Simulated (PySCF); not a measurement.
BeCl2, SMILES [Cl][Be][Cl].

The structure is a stationary point at B3LYP-D3(BJ)/def2-TZVP. The isomer is the one that the SMILES or the coordinates give; other isomers of the formula were not compared.

All values below come from PBE/def2-TZVPD (PySCF).

Computed frontier levels, gap, dipole moment and polarisability:
| Property | Value |
|---|---|
| highest occupied level | -8.21 eV |
| lowest empty level | -1.27 eV |
| orbital gap | 6.95 eV |
| dipole moment | 0.00 D |
| quadrupole, principal values (traceless, Buckingham form, about the centre of nuclear charge) | -4.44, 2.22, 2.22 D·Å |
| mean static polarisability | 43.8 bohr³ (6.49 Å³) |
| polarisability, principal values | 36.5, 36.5, 58.3 bohr³ |
